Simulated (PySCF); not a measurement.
**How methods differ on the excitation energy of C**

C [He] 2s2 2p2 (3P) → C [He] 2s1 2p2 3s1 (5P), as a difference of total energies. All numbers are calculated (PySCF 2.14, scalar relativity by spin-free X2C-1e, in dyall-av3z (15s9p3d2f, 71 functions)). Correlated levels: valence: 1s2 frozen; virtual orbitals above 40 to 60 times the deepest correlated orbital energy dropped. The calculations carry no spin-orbit coupling.

| method | excitation energy (eV) |
| --- | --- |
| UHF | 10.966 |
| LDA | 12.732 |
| PBE | 12.609 |
| PBE0 | 12.548 |
| r2SCAN | 12.365 |
| BLYP | 13.146 |
| B3LYP | 13.089 |
| B97-3 | 12.941 |
| MN15 | 12.986 |
| MP2 (valence) | 12.426 |
| SCS-MP2 (valence) | 12.786 |

Task: How much does correlation contribute at MP2 (valence)?

Result: 12.426 − (10.966) = 1.460 eV, measured against UHF.

The upper state lies above the first ionisation limit, but in LS coupling its spin forbids autoionisation to the ground ion. A Rydberg-like electron needs more diffuse functions than a valence basis has.

The promoted electron is Rydberg-like, and one or two diffuse shells describe it only roughly, which tends to raise the upper state.
